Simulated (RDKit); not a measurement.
RDKit input (MMFF94):

```python
from rdkit import Chem
from rdkit.Chem import AllChem, rdDetermineBonds

mol = Chem.MolFromXYZFile('mol.xyz')
rdDetermineBonds.DetermineBonds(mol, charge=-1)
print('SMILES', Chem.MolToSmiles(Chem.RemoveHs(mol)))
ff = AllChem.MMFFGetMoleculeForceField(mol, AllChem.MMFFGetMoleculeProperties(mol))
e0 = ff.CalcEnergy()
flag = ff.Minimize(maxIts=5000, forceTol=1e-5)
print(f'energy {e0:.4f} -> {ff.CalcEnergy():.4f} kcal/mol, converged: {flag == 0}')
print(Chem.MolToXYZBlock(mol))
```
mol.xyz:
```
10

N      0.55463400     1.03358500    -1.03868000
Si    -0.14513700     0.30436600     0.51605500
N      1.07334100    -1.04284700     0.68717700
N     -1.51799400    -0.46332200    -0.39315100
H      1.35441300     1.62535000    -0.83406500
H     -0.13514800     1.63440900    -1.48242900
H      1.74548300    -0.88502100     1.42827600
H      1.58396200    -1.23497900    -0.17549800
H     -2.09578100    -1.03821100     0.21022500
H     -1.19088100    -1.05458100    -1.15870200
```

Output:

```
SMILES N[Si-](N)N
energy -199.8168 -> -227.2199 kcal/mol, converged: True
10

N      0.862776    1.005843   -0.653991
Si     0.193869    0.149189    0.629713
N      0.781170   -1.322493    0.065427
N     -1.281801   -0.041448   -0.154664
H      0.901213    1.991522   -0.406786
H      0.135642    0.970217   -1.369657
H      1.575885   -1.599765    0.636129
H      1.206711   -1.082046   -0.830827
H     -1.989496   -0.289299    0.532278
H     -1.159079   -0.902971   -0.688413
```

The dipole moment of an ion depends on the origin.

The geometry given is a B3LYP-D3(BJ)/def2-TZVP minimum.
